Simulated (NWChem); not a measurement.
Molecule: CH6SSi; SMILES CS[SiH3]

Question: Give the equilibrium geometry at PBE0/def2-SVP (NWChem) as a Z-matrix, with the point group.

Answer: point group Cs; any orientation.
```
S
C 1 1.8224
H 2 1.0984 1 106.60
H 2 1.0995 3 108.62 1 -120.28
H 2 1.0995 3 108.62 4 -119.43
Si 1 2.1402 2 100.06 3 179.92
H 6 1.4909 1 105.94 2 179.99
H 6 1.4965 7 109.99 1 -120.63
H 6 1.4965 7 109.99 8 -118.74
```
